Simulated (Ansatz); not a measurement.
Ansatz (a quantum-chemistry and plane-wave program) input:

Ansatz 0.2 input:
```yaml
crystal:
  periodic: [false, false, false]
  atoms:
    - {symbol: C, position_ang: [-1.21628708, -0.54293957, 2.42649776]}
    - {symbol: O, position_ang: [-1.17858614, -0.81457109, 1.02676063]}
    - {symbol: Ge, position_ang: [0.00000000, 0.00000000, 0.00000000]}
    - {symbol: O, position_ang: [-0.30254232, 1.72072639, -0.23323291]}
    - {symbol: C, position_ang: [-1.41308107, 2.15158861, -1.01779043]}
    - {symbol: O, position_ang: [1.56651089, -0.14637131, 0.79463690]}
    - {symbol: C, position_ang: [2.69212047, 0.57268024, 0.29420010]}
    - {symbol: O, position_ang: [-0.08538243, -0.75978399, -1.58816463]}
    - {symbol: C, position_ang: [-0.06275233, -2.18132929, -1.70290743]}
    - {symbol: H, position_ang: [-1.99156981, -1.17641697, 2.85790145]}
    - {symbol: H, position_ang: [-1.46767989, 0.50322894, 2.62436272]}
    - {symbol: H, position_ang: [-0.26104187, -0.77310354, 2.90404622]}
    - {symbol: H, position_ang: [-1.38279952, 3.24085819, -1.05005313]}
    - {symbol: H, position_ang: [-2.36246440, 1.84005568, -0.57232892]}
    - {symbol: H, position_ang: [-1.35684148, 1.76292557, -2.03725085]}
    - {symbol: H, position_ang: [3.53270291, 0.35722789, 0.95409974]}
    - {symbol: H, position_ang: [2.50872080, 1.64965323, 0.29031109]}
    - {symbol: H, position_ang: [2.95157416, 0.25437915, -0.71979479]}
    - {symbol: H, position_ang: [0.87857013, -2.59766377, -1.33223901]}
    - {symbol: H, position_ang: [-0.89083745, -2.63947526, -1.15710647]}
    - {symbol: H, position_ang: [-0.15833358, -2.42166911, -2.76194807]}
basis:
  gaussian:
    orbitals: aug-cc-pVDZ
magnetization: {spin_polarized: false}
correlation: {method: ccsd_t, electrons: outside_noble_gas}
```

Question: What final total energy does it print?

Answer: -2534.97959 Eh (CCSD(T)/aug-cc-pVDZ). The basis has 328 functions.
